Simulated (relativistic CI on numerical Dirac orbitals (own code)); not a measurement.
**Hyperfine structure of Os5+, mass number 187**

Computed by Dirac-Coulomb-Breit CI, separate exchange-only KLI orbitals for each configuration, model QED, valence Slater integrals scaled by 0.85, P86 correlation energy added to each configuration (own radial code, finite nucleus).

Configuration list (outside the closed core [Kr] 4d10 4f14 5s2): 5p⁶5d³, 5p⁶5d²6s, 5p⁶5d²5f, 5p⁶5d²6p, 5p⁶5d²5g, 5p⁵5d⁴, 5p⁶5d6s6p, 5p⁶5d²6d, 5p⁶5d²7s, 5p⁶5d²7p, 5p⁶5d²6f, 5p⁶5d²7d, 5p⁶5d6s², 5p⁶5f6s², 5p⁶6s²6p, 5p⁶5g6s², 5p⁶6s²6d, 5p⁶5d5f², 5p⁶5f²6s, 5p⁶5f³, 5p⁶5f²6p, 5p⁶5f²5g, 5p⁶5f²6d, 5p⁶5d5g², 5p⁶5g²6s, 5p⁶5f5g², 5p⁶5g²6p, 5p⁶5g³, 5p⁶5g²6d. Double excitations out of closed p, d and f shells are left out; levels of such configurations are missing from the list, as are those of other unlisted configurations, and high levels can miss mixing partners. These lack a partner that the ground configuration has and come out too high: 5p⁶5d²7s, 5p⁶5d²7p, 5p⁶5d²6f, 5p⁶5d²7d.

Nuclear spin I = 1/2, μ = 0.06442 μN (tables of Stone and Pyykkö). The electronic factors are computed for point nuclear moments, without core polarisation or the Bohr-Weisskopf and QED corrections.

| Level | E (cm⁻¹) | A (MHz) |
| --- | --- | --- |
| 5p⁶5d³ ⁴F3/2 | 0.0 | 274.4 |
| 5p⁶5d³ ⁴F5/2 | 5847.8 | 156.2 |
| 5p⁶5d³ ⁴F7/2 | 10681.0 | 137.2 |
| 5p⁶5d³ ⁴F9/2 | 14008.0 | 149.7 |
| 5p⁶5d³ ⁴P1/2 | 16565.1 | -139.9 |
| 5p⁶5d³ ²G7/2 | 22195.2 | 167.1 |
| 5p⁶5d³ ²H9/2 | 23152.4 | 151.3 |
| 5p⁶5d³ ⁴P5/2 | 24128.2 | 43.97 |

Levels with J = 0, under 50 % of one LS term, or S terms without an open s electron are left out. Small factors come from cancelling terms and can be off by tens of per cent or more.

At this charge configurations can still be misplaced by up to about 7 % of their energy. Levels and lines within the n = 5 or 6 shells can be off by up to 10 % or somewhat more, and those that change n by about 2 %, since core polarisation is missing. 35 of the 69 excited levels that our extract of the measured tables holds in this range could be paired (the sources list more); they are missed by 3328 cm⁻¹ on average and 6313 at most, and levels without a partner can miss by more. Some levels of the ground configuration have no partner and can miss by 10 % or more.

Task: Give the hyperfine levels of 5p⁶5d³ ⁴F3/2 relative to its centre of gravity.

Result: With K = F(F + 1) − I(I + 1) − J(J + 1), E = AK/2: F = 1: -343, F = 2: 205.8 MHz.

LS names give the leading component of a level, which can be under half, so a name can repeat, a term be missing and a line seem to break the LS rules.
